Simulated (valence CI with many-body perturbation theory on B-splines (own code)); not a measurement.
## Hg LVIII: key properties

Calculated by valence CI with perturbative core correlation (CI+MBPT): five valence electrons over a frozen Dirac-Fock core [Ar], radial functions for each j: 7 s, 7 p, 8 d, 6 f, 4 g, 1 h, with the one-electron correlation potential Σ1 (screened to all orders), the two-electron term Σ2, the three-electron term Σ3, Breit, model QED; selected single and double excitations, second order for the rest, scaled by the run's own slope (own B-spline code, finite nucleus).

The last digits are not significant, and no measured levels were compared; by estimate large intervals hold to a few tenths of a per cent, small ones and those within an open d or f shell to about a per cent. Excitations out of the core, of the other parity, are not computed and may begin above about 277 eV (a cautious bound); beyond it only levels of the ground parity were kept, without lifetimes. Only levels of the ground parity were solved; by the run's estimate the other parity begins above the list, which can be wrong where configurations are misplaced.

Levels are named by their leading jj configuration (3d3/2^4 stands for four electrons in 3d with j = 3/2), which in mixed levels can hold well under half, so a name can repeat and another be missing.

Rates and lifetimes use the calculated energies. Strong lines usually hold to 10 to 20 %, long lifetimes can be off by a factor of two.

**Question.** What is the ground level?

**Answer.** (3d3/2^4 3d5/2) J=5/2, composition 27 % 3d⁵ ²D + 24 % 3d⁵ ⁴P + 19 % 3d⁵ ²F, g = 1.250.

**Question.** What is the ionisation energy?

**Answer.** 5780.3 eV; NIST lists 5780 ± 6 eV (theoretical).

**Question.** How well does LS coupling describe the low levels?

**Answer.** Among the lowest 20 levels the leading LS term, summed over configurations, holds 49 % on average. For single configurations the figures are 49 % in LS and 98 % in jj coupling. Terms mix most in the J = 5/2 level at 0.00 eV, where the leading one holds 27 %.
